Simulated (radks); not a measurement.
Task: The mean radii <r> (bohr) of the occupied orbitals of an atom or ion are listed with their occupations. Method: non-relativistic Kohn-Sham, exchange-only PBE, spin-polarised, spherical densities, point nucleus; computed with a radial shooting solver on a logarithmic mesh with Libxc functionals.

orbital  occ.      <r>
1s          2  0.02560

Name the element and its charge. Open shells, if any, are filled with parallel spins first.

Result: Z = 59, praseodymium, charge +57: Pr57+ in [He]. The 1s radius gives Z: for a bare nucleus <r> = 1.5/Z, 0.02542 bohr for Z = 59, and screening makes it slightly larger (0.02560 here). The occupations add up to 2, and the charge is Z minus that.
